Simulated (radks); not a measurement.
Problem. The mean radii <r> (bohr) of the occupied orbitals of an atom or ion are listed with their occupations. Method: non-relativistic Kohn-Sham, SCAN, spin-polarised, spherical densities, point nucleus; meta-GGA in the generalised Kohn-Sham scheme; computed with a radial shooting solver on a logarithmic mesh with Libxc functionals.

| orbital | occ. | <r> |
|---|---|---|
| 1s | 2 | 0.08623 |
| 2s | 2 | 0.4147 |
| 2p | 6 | 0.3767 |
| 3s | 2 | 1.419 |
| 3p | 6 | 1.657 |

Name the element and its charge. Open shells, if any, are filled with parallel spins first.

Solution. Z = 18, argon, charge 0: Ar in [Ar]. The 1s radius gives Z: for a bare nucleus <r> = 1.5/Z, 0.08333 bohr for Z = 18, and screening makes it slightly larger (0.08623 here). The occupations add up to 18, and the charge is Z minus that.
